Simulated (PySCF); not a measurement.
[Zr(NH2)3(H)] (charge 0, multiplicity 1)

Calculation: TPSSh-D3(BJ)/def2-TZVP // BP86-D3(BJ)/def2-SVP (PySCF).

The HOMO comes out as -6.39 eV, the dipole moment is 2.41 D and the HOMO–LUMO gap comes out as 5.97 eV. The LUMO comes out as -0.42 eV. The charge on the central atom (Mulliken) is 1.40 e and the total energy is -5869.57 eV. The cost comes out as very roughly 5 core-minutes.

```xyz
11

Zr    -0.3100    -0.2022    -0.1772
N     -0.9127    -2.0481     0.4491
H     -0.3246    -2.8933     0.4528
H     -1.8044    -2.2945     0.8994
N      1.1648    -0.2044    -1.5871
H      1.4485     0.6100    -2.1496
H      1.8140    -0.9709    -1.8102
N     -1.8130     1.1410    -0.4946
H     -1.7831     1.9854    -1.0818
H     -2.7218     1.1375    -0.0106
H      0.5605     0.4966     1.3440
```
Charge 0, spin multiplicity 1.
